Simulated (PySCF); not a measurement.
# Exercise with solution: chemical shift, span and skew from a shielding tensor

Al(Me)(OH)(SH) (CH₅AlOS), SMILES [CH3][Al]([OH])[SH]. Atoms are numbered in the order given.

```xyz
9

Al     0.0975    -0.4142     0.0000
C     -1.3158    -1.7493     0.0000
H     -2.3129    -1.2819     0.0000
H     -1.2514    -2.4020    -0.8864
H     -1.2514    -2.4020     0.8864
O      1.7694    -0.7517     0.0000
H      2.1834    -1.6154     0.0000
S     -0.3648     1.7205     0.0000
H      0.9419     2.0674     0.0000
```

Geometry: PBE0-D3(BJ)/def2-SVP. The values are those of a single conformer.

GIAO shieldings from PBE0/pcSseg-1 in PySCF, non-relativistic, no solvent. The symmetric part of the tensor of C2 has the principal values 192.8, 198.3, 199.6 ppm. The same nucleus in TMS has σ = 186.3 ppm at this level (PySCF, at its B3LYP-D3(BJ)/def2-TZVP geometry).

Q: Work out the isotropic shielding, the ¹³C shift against TMS, the span and the skew.

A: 
σ(iso) = (σ11 + σ22 + σ33)/3 = 196.9 ppm. δ = σ(ref) − σ(iso) = 186.3 − (196.9) = -10.6 ppm.
Span Ω = σ33 − σ11 = 6.8 ppm. Skew κ = 3(σ(iso) − σ22)/Ω = -0.62. Tumbling in solution averages the tensor to δ; in a static solid the shielding alone would spread this spin-1/2 line over Ω.
